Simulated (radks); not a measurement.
Values are calculated unless marked as measured or tabulated.
Coulomb parameter of the 3d shell of neutral cobalt in the model configuration [Ar] 3d7.5 4s1.5, as a second difference U = [E(n + 0.25) + E(n - 0.25) - 2 E(n)] / (0.25)^2 with all orbitals relaxed. "Bare": the charge of the atom changes with n. "Screened": the 4s shell takes up the change at fixed total charge, which measures U(3d,3d) + U(4s,4s) - 2 U(3d,4s). Level of theory: Dirac Kohn-Sham, PBEsol, spin-unpolarised, spherical densities, finite nucleus; open shells are shared between the two j in proportion to 2j + 1; Fermi nuclear charge, rms radius 3.7875 fm (a radial shooting solver on a logarithmic mesh with Libxc functionals).

case,configuration,E - E(n) (eV)
start,[Ar] 3d7.5 4s1.5,0.000
bare +0.25,[Ar] 3d7.75 4s1.5,-1.169
bare -0.25,[Ar] 3d7.25 4s1.5,1.892
screened +0.25,[Ar] 3d7.75 4s1.25,-0.205
screened -0.25,[Ar] 3d7.25 4s1.75,0.384

U(bare) = 11.558 eV, U(screened by 4s) = 2.863 eV. The step up makes a negative ion, whose loosely bound charge lowers the bare value.
